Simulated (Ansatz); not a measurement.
Geometry optimisation, Ansatz, DFT PBE, scalar-relativistic, plane waves, PAW.

The input (input.yaml):

```yaml
crystal:
  lattice:
    - [4.58, 0.0, 0.0]
    - [2.29, 3.966396, 0.0]
    - [0.0, 0.0, 18.382645]
  atoms:
    - { symbol: Be, position: [-0.1666667, 0.3333333, 0.0543991] }
    - { symbol: Be, position: [0.3333333, 0.3333333, 0.0543991] }
    - { symbol: Be, position: [-0.1666667, 0.8333333, 0.0543991] }
    - { symbol: Be, position: [0.3333333, 0.8333333, 0.0543991] }
    - { symbol: Be, position: [0.0, 0.0, 0.1520029] }
    - { symbol: Be, position: [0.5, 0.0, 0.1520029] }
    - { symbol: Be, position: [0.0, 0.5, 0.1520029] }
    - { symbol: Be, position: [0.5, 0.5, 0.1520029] }
    - { symbol: Be, position: [-0.1666667, 0.3333333, 0.2496066] }
    - { symbol: Be, position: [0.3333333, 0.3333333, 0.2496066] }
    - { symbol: Be, position: [-0.1666667, 0.8333333, 0.2496066] }
    - { symbol: Be, position: [0.3333333, 0.8333333, 0.2496066] }
    - { symbol: Be, position: [0.0, 0.0, 0.3472104] }
    - { symbol: Be, position: [0.5, 0.0, 0.3472104] }
    - { symbol: Be, position: [0.0, 0.5, 0.3472104] }
    - { symbol: Be, position: [0.5, 0.5, 0.3472104] }
    - { symbol: "N", position: [0.6540127, 0.6552353, 0.4119453] }
    - { symbol: H, position: [0.6290305, 0.6647859, 0.4679765] }
basis:
  ecutwfc: 420.0
kpoints:
  mp_grid: { grid: [5, 5, 1] }
hamiltonian:
  xc: pbe
scf:
  occupations: { method: gaussian, width: 0.15 }
  lower_state_search: "off"
relax:
  f_tol: 0.03
  max_steps: 60
  adjacent_minimum: "off"
  constraints: [{ sites: [0, 1, 2, 3] }]
```

Command:

```bash
$ ansatz run input.yaml --threads 1 --pin off --max-ram 3072MiB --backend cpu --events-out ev --progress --plain --runs-dir out
```

Where does it end, and by what steps?

The forces met the threshold. Limits of this set-up: coarse k mesh, thin slab, slab without dipole correction. After 5 steps the energy has fallen by 0.641 eV; Be15 moved furthest, 0.32 Å.

```csv
step,energy less start (eV),largest force component (eV/Å),accepted
0,0.0000,1.672,yes
1,-0.3876,1.287,yes
2,-0.5656,0.936,yes
3,-0.6393,0.106,yes
4,-0.6406,0.111,yes
5,-0.6410,0.022,yes
```

```xyz
18
Lattice="4.5800 0.0000 0.0000 2.2900 3.9664 0.0000 0.0000 0.0000 18.3826" Properties=species:S:1:pos:R:3
Be 0.000 1.322 1.000
Be 2.290 1.322 1.000
Be 1.145 3.305 1.000
Be 3.435 3.305 1.000
Be 0.000 0.000 2.860
Be 2.290 0.002 2.856
Be 1.147 1.982 2.856
Be 3.433 1.982 2.856
Be 0.000 1.341 4.657
Be 2.290 1.322 4.836
Be 1.128 3.295 4.656
Be 3.451 3.295 4.657
Be 0.000 -0.001 6.253
Be 2.290 -0.002 6.700
Be 1.144 1.983 6.701
Be 3.436 1.983 6.700
N 4.580 2.643 7.669
H 4.580 2.644 8.683
```

Whether the end is a true minimum wasn't checked by a vibrational analysis.

The run took 69 s on 1 thread of Arm Neoverse V1 (shared host), peak memory 0.48 GiB.
